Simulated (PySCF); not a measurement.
C4H12Si2.
Structure used (GFN2-xTB), in Å, numbered top down from 1:
```xyz
18
C4H12Si2 angstrom
C      3.5748    0.3252   -0.6656
C      2.5965    0.7269    0.1296
Si     1.2117   -0.3707    0.7788
C     -0.4396    0.2344    0.0433
C     -1.6333   -0.5961    0.5150
Si    -3.2749   -0.0205   -0.2522
H      3.6522   -0.6987   -0.9943
H      4.3448    0.9903   -1.0277
H      2.5789    1.7700    0.4256
H      1.1591   -0.2708    2.2456
H      1.4449   -1.7671    0.3891
H     -0.6041    1.2803    0.3123
H     -0.3896    0.2060   -1.0477
H     -1.6918   -0.5477    1.6043
H     -1.4596   -1.6457    0.2688
H     -3.2012   -0.1582   -1.7091
H     -3.5032    1.3871    0.0847
H     -4.3744   -0.8386    0.2632
```

The closed-shell ground state was solved at several levels (PySCF, density fitting, gas phase, non-relativistic).

```json
{"level": "B3LYP/def2-SVPD", "basis functions": "224", "HOMO (eV)": "-7.35", "LUMO (eV)": "-0.55", "gap (eV)": "6.80", "dipole (D)": "0.50"}
{"level": "PBE0/def2-SVPD", "basis functions": "224", "HOMO (eV)": "-7.56", "LUMO (eV)": "-0.34", "gap (eV)": "7.22", "dipole (D)": "0.53"}
```

(1) What might PBE0/pcSseg-1 (176 basis functions) give for the same quantities?

(2) Over all these levels, which gives the widest orbital gap and which the narrowest?

(3) How far do the dipole and the HOMO energy spread over the levels?

Answers

(1) HOMO -7.58 eV, LUMO -0.28 eV, gap 7.30 eV, dipole 0.52 D.

(2) PBE0/pcSseg-1 (global hybrid, 25 % exact exchange) has the widest, 7.30 eV, and B3LYP/def2-SVPD (global hybrid, 20 % exact exchange) the narrowest, 6.80 eV. Functional and basis both differ between the two, so the spread mixes both effects.

(3) The dipole runs from 0.50 to 0.53 D (mean 0.52 D) and the HOMO from -7.58 to -7.35 eV.

One conformer stands for the species.
